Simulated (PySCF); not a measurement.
## Calculated data, CH4BN, BClFH3Si

All values are calculated (PySCF 2.14.0). Calculation on a computer-drawn molecule: optimised geometry and harmonic frequencies of an isolated molecule of the commonest isotopes, restricted reference for singlets and unrestricted otherwise, frozen core in MP2.

Common to all runs: charge 0; multiplicity 1.

(1) CH4BN

Start structure:
```xyz
7
CH4BN
B     -0.4654     1.1937    -0.9030
C      0.7051     0.6002    -0.5071
N      1.7873    -0.0603    -1.2005
H     -1.3878     1.8209    -1.0880
H      0.9887     0.6334     0.5795
H      1.4815    -0.2712    -2.1892
H      2.1303    -0.8965    -0.7715
```

Settings of this run: method HF and basis cc-pVDZ.

Results for CH4BN: rotational constants 74.67, 9.551, 8.601 GHz; total energy -119.2465 hartree; convergence status largest gradient component 3.802e-05 hartree/bohr.

Drawn bonds:
| atom | other atom | order |
| --- | --- | --- |
| 1 | 2 | 2 |
| 2 | 3 | 1 |
| 1 | 4 | 1 |
| 2 | 5 | 1 |
| 3 | 6 | 1 |
| 3 | 7 | 1 |

Optimised structure:
```xyz
7
CH4BN
B     -0.4326     1.2032    -0.8640
C      0.7615     0.5869    -0.5023
N      1.7977    -0.0576    -1.2216
H     -1.4291     1.7837    -1.0923
H      0.9681     0.6879     0.5652
H      1.5330    -0.2494    -2.1704
H      2.0409    -0.9344    -0.7944
```

Modes:
| frequency (cm⁻¹) | reduced mass (dalton) |
| --- | --- |
| 255.8 | 1.302 |
| 336.7 | 1.843 |
| 593.4 | 1.252 |
| 749 | 1.394 |
| 845.8 | 1.584 |
| 914.2 | 1.569 |
| 1089 | 3.242 |
| 1184 | 1.095 |
| 1378 | 1.427 |
| 1700 | 2.97 |
| 1796 | 1.172 |
| 2938 | 1.133 |
| 3251 | 1.082 |
| 3728 | 1.052 |
| 3819 | 1.094 |

(2) CH4BN

Start structure:
```xyz
7
CH4BN
B     -0.4326     1.2032    -0.8640
C      0.7615     0.5869    -0.5023
N      1.7977    -0.0576    -1.2216
H     -1.4291     1.7837    -1.0923
H      0.9681     0.6879     0.5652
H      1.5330    -0.2494    -2.1704
H      2.0409    -0.9344    -0.7944
```

Settings of this run: method MP2 and basis cc-pVDZ.

The calculation gives: rotational constants 78.39, 9.16, 8.342 GHz; total energy -119.6261 hartree; convergence status largest gradient component 1.654e-05 hartree/bohr.

Drawn bonds:
| atom | other atom | order |
| --- | --- | --- |
| 1 | 2 | 2 |
| 2 | 3 | 1 |
| 1 | 4 | 1 |
| 2 | 5 | 1 |
| 3 | 6 | 1 |
| 3 | 7 | 1 |

Optimised structure:
```xyz
7
CH4BN
B     -0.4519     1.2100    -0.8732
C      0.7590     0.5733    -0.5382
N      1.8412    -0.0556    -1.2251
H     -1.4545     1.8201    -1.0351
H      0.9263     0.7030     0.5500
H      1.5618    -0.2818    -2.1807
H      2.0577    -0.9488    -0.7775
```

Modes:
| frequency (cm⁻¹) | reduced mass (dalton) |
| --- | --- |
| 220.4 | 1.736 |
| 292.2 | 1.487 |
| 480 | 1.283 |
| 616.6 | 1.372 |
| 800.4 | 1.641 |
| 866.6 | 1.52 |
| 1011 | 2.342 |
| 1090 | 1.182 |
| 1298 | 1.351 |
| 1600 | 2.968 |
| 1659 | 1.232 |
| 2862 | 1.13 |
| 3104 | 1.08 |
| 3522 | 1.052 |
| 3627 | 1.092 |

(3) BClFH3Si

Start structure:
```xyz
7
BClFH3Si
B     -2.6354    -0.6249    -1.7365
Si    -2.2682    -1.4953     0.0507
F     -1.1652    -2.6641    -0.0686
Cl    -1.4676    -0.0086     1.2440
H     -1.8177    -0.6506    -2.6092
H     -3.6592    -0.0314    -1.9185
H     -3.4125    -2.0753     0.7647
```

It was run with method MP2 and basis cc-pV(D+d)Z.

It finds rotational constants 5.606, 3.468, 2.423 GHz; total energy -874.8927 hartree; convergence status largest gradient component 8.896e-06 hartree/bohr.

Drawn bonds:
| atom | other atom | order |
| --- | --- | --- |
| 1 | 2 | 1 |
| 2 | 3 | 1 |
| 2 | 4 | 1 |
| 1 | 5 | 1 |
| 1 | 6 | 1 |
| 2 | 7 | 1 |

Optimised structure:
```xyz
7
BClFH3Si
B     -2.6327    -0.6272    -1.7225
Si    -2.2733    -1.5202     0.0445
F     -1.1681    -2.7151    -0.0599
Cl    -1.4768     0.0214     1.1651
H     -1.7870    -0.5927    -2.5784
H     -3.6687    -0.0415    -1.9089
H     -3.4192    -2.0749     0.7867
```

Modes:
| frequency (cm⁻¹) | reduced mass (dalton) |
| --- | --- |
| 129.7 | 3.8 |
| 164.9 | 1.142 |
| 229.5 | 3.447 |
| 255.4 | 5.762 |
| 543.1 | 11.58 |
| 619 | 1.758 |
| 691.1 | 2.596 |
| 796 | 1.154 |
| 847.3 | 1.977 |
| 914.7 | 2.127 |
| 942.4 | 1.373 |
| 1206 | 1.168 |
| 2323 | 1.043 |
| 2648 | 1.054 |
| 2742 | 1.126 |
